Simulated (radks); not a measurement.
All-electron atom: Sn+ in [Kr] 4d10 5s2 5p1. Calculated with a radial shooting solver on a logarithmic mesh with Libxc functionals: Dirac Kohn-Sham, PBE, spin-unpolarised, spherical densities, point nucleus; open shells fill j = l - 1/2 first. Some entries of the table are withheld. Estimate them.

orbital  occ.  eigenvalue (eV)  <r> (bohr)  r(max) (bohr)
1s1/2       2        -29003.03         (1)        0.01877
2s1/2       2        -4383.752      0.1251         0.1062
2p1/2       2        -4095.173      0.1058        0.08180
2p3/2       4        -3864.534      0.1112        0.08632
3s1/2       2        -852.3157      0.3391         0.3077
3p1/2       2        -735.1220         (2)         0.2941
3p3/2       4        -693.0060         (3)         0.3044
3d3/2       4        -485.9614      0.3125         0.2494
3d5/2       6        -477.2686      0.3161         0.2523
4s1/2       2              (4)      0.8186         0.7459
4p1/2       2        -102.6971      0.8657         0.7720
4p3/2       4         -95.1292      0.8954         0.7966
4d3/2       4         -34.2500       1.088         0.8815
4d5/2       6         -33.2068       1.103         0.8911
5s1/2       2         -17.6968       2.310          1.986
5p1/2       1         -10.5591       2.837          2.366
5p3/2       0          -9.9927       2.945          2.459

Answer. 
(1) 1s1/2 <r> (bohr): 0.02905
(2) 3p1/2 <r> (bohr): 0.3299
(3) 3p3/2 <r> (bohr): 0.3411
(4) 4s1/2 eigenvalue (eV): -141.6469
